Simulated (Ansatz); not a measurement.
```yaml
crystal:
  periodic: [false, false, false]
  atoms:
    - {symbol: Se, position_ang: [0.496199, 2.451145, -0.510015]}
    - {symbol: Hf, position_ang: [0.000097, -0.000147, 0.000028]}
    - {symbol: Se, position_ang: [-1.614425, -0.968732, -1.723452]}
    - {symbol: Se, position_ang: [2.183635, -1.319568, -0.080697]}
    - {symbol: Se, position_ang: [-1.064911, -0.163369, 2.313996]}
    - {symbol: H, position_ang: [-0.964211, 2.593927, -0.678759]}
    - {symbol: H, position_ang: [-0.743909, -0.329076, -2.730750]}
    - {symbol: H, position_ang: [2.501833, -0.652387, 1.198074]}
    - {symbol: H, position_ang: [-0.794309, -1.611794, 2.211585]}
basis:
  gaussian: {orbitals: def2-TZVPP}
hamiltonian: {xc: {name: B3LYP}, dispersion: d3bjatm}
accuracy: high
output: {forces: true}
```

```sh
$ ansatz run in.yaml --threads 2 --pin off --events-out ev --progress --plain --max-ram 32768MiB --backend cuda --devices 0, --max-vram 18GiB
```

Shortened log:

```
Functional definition: B3LYP
4930 factors; integrals over basis functions are off by at most 1.5e-6 eV
mean field evaluation 1: about -262778.7408 eV, gradient 2.3e1 eV
mean field evaluation 2: about -262777.1207 eV, gradient 3.4e1 eV
mean field evaluation 4: about -262780.1733 eV, gradient 3.7e0 eV
mean field evaluation 8: about -262780.3216 eV, gradient 1.0e-1 eV
mean field evaluation 16: about -262780.3216 eV, gradient 3.9e-5 eV
mean field -262780.32160762 eV, -9656.9987001805 hartree, gradient 9.7e-8 eV, S^2 0.000000; 0 other end points of the search recorded, 0 dependent functions left out
reference -262780.32165384 eV, -9656.9987018792 hartree; 76, 76 occupied and 228, 228 virtual orbitals, 4930 factors
Total energy: -262781.06007139 eV, -9657.0258382237 hartree
Atom 0 at     0.496199     2.451145    -0.510015 Å, force     0.059904     0.167145    -0.029331 eV/Å
Atom 1 at     0.000097    -0.000147     0.000028 Å, force    -0.000330    -0.000110    -0.000024 eV/Å
Atom 2 at    -1.614425    -0.968732    -1.723452 Å, force    -0.125185    -0.080482    -0.100728 eV/Å
Atom 3 at     2.183635    -1.319568    -0.080697 Å, force     0.145866    -0.100164    -0.029582 eV/Å
Atom 4 at    -1.064911    -0.163369     2.313996 Å, force    -0.080657     0.013790     0.159560 eV/Å
Atom 5 at    -0.964211     2.593927    -0.678759 Å, force    -0.031645     0.027315    -0.006999 eV/Å
Atom 6 at    -0.743909    -0.329076    -2.730750 Å, force     0.007527     0.004901    -0.041783 eV/Å
Atom 7 at     2.501833    -0.652387     1.198074 Å, force     0.029810     0.005494     0.030089 eV/Å
Atom 8 at    -0.794309    -1.611794     2.211585 Å, force    -0.005289    -0.037889     0.018799 eV/Å
Dipole moment:    -0.000099     0.000115    -0.000009 e Å
```

Hardware: 2 threads of an AMD EPYC 7R13 on a shared host and a share of an NVIDIA H100 80 GB. Wall time 17 s, peak host memory 1.5 GiB.
